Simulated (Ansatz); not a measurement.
FH₇OSi₃ (`O[Si](F)([SiH3])[SiH3]`), 12 atoms. Total charge 0; spin multiplicity 1. All runs use 4 threads of an INTEL XEON PLATINUM 8581C on a shared host. Correlated methods freeze the cores.

Question: Give the basis size and wall time and peak host memory of each of these runs in Ansatz. RKS LC-ωPBE/def2-TZVPP energy; RKS PBE0-D4/def2-TZVP frequencies; RKS PBE0-D4/def2-SVP energy; RHF-MP2/def2-QZVPP energy; RKS ωB97M-V/def2-QZVPP energy; direct RPA on PBE orbitals/def2-TZVPP energy; RKS r2SCAN-D4/def2-TZVPP energy and forces; RKS PBE-D4/def2-TZVPP energy and forces; RKS PBE0-D4/def2-QZVPP energy; RKS PBE0-D4/def2-TZVP relaxation (13 steps); RHF-CCSD(T)/def2-SVP energy; RHF-CCSD(T)/def2-TZVPP energy. (Best estimate.)

Answer: The calculation gave: Other jobs shared the machine, so times are rough.

```csv
level,job,functions,wall time,peak host memory (GiB)
RKS PBE0-D4/def2-SVP,energy,117,1.1 s,0.54
RKS PBE-D4/def2-TZVPP,energy and forces,286,2.4 s,0.45
RKS LC-ωPBE/def2-TZVPP,energy,286,2.5 s,0.65
RKS r2SCAN-D4/def2-TZVPP,energy and forces,286,3.5 s,0.48
RHF-CCSD(T)/def2-SVP,energy,117,4.2 s,0.57
direct RPA on PBE orbitals/def2-TZVPP,energy,286,4.5 s,0.72
RKS PBE0-D4/def2-QZVPP,energy,534,8.5 s,2.4
RKS ωB97M-V/def2-QZVPP,energy,534,17 s,2.8
RHF-MP2/def2-QZVPP,energy,534,21 s,3.6
RKS PBE0-D4/def2-TZVP,relaxation (13 steps),215,40 s,0.66
RHF-CCSD(T)/def2-TZVPP,energy,286,2 min,8.1
RKS PBE0-D4/def2-TZVP,frequencies,215,2.3 min,0.66
```

LC-ωPBE has ω = 0.4 bohr⁻¹.
